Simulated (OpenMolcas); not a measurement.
A calculation on K.

```json
{"Program": "OpenMolcas 26.06", "Method": "SS-CASPT2, IPEA 0.25 Eh, imaginary shift 0.1 Eh (closed shells correlated: 3s 3p)", "Basis": "ANO-RCC-VTZP [6s5p2d1f]", "Scalar Hamiltonian": "DKH2, point nucleus", "Active space": "1 electron in 4 orbitals (4s 4p)", "State averaging": "2S+1 = 2 even, 1 root; 2S+1 = 2 odd, 3 roots", "Spin-orbit coupling": "state interaction with AMFI integrals over the reference wave functions, term energies averaged over their components"}
```

(1) Which level of the active space comes out lowest?

(2) How high does 4p 2P* 1/2 lie?

(3) How high does 4p 2P* 3/2 lie?

Measured values: NIST Handbook of Basic Atomic Spectroscopic Data.

## Answers

(1) 4s 2S 1/2, with 100 % of that term; it is also the measured ground level.

(2) 12999 cm-1 above the lowest level; measured 12985 cm-1 above the ground level, so the calculation is off by 0 %.

(3) 13036 cm-1 above the lowest level; measured 13043 cm-1 above the ground level, so the calculation is off by 0 %.

ANO sets are built for ground and valence states and can reach diffuse excited orbitals poorly. With one active electron, CASPT2 adds the correlation within the correlated inactive shells and between them and that electron, and leaves the splitting within a term as the reference gives it. Measured partners are found by configuration, term and J. A level has none where our copy of the source lacks it or the pairing is in doubt (some pairs that miss far off the trend of their configuration count as doubtful), and it then counts in no deviation. Levels of configurations outside the active space are missing.

* marks odd parity.
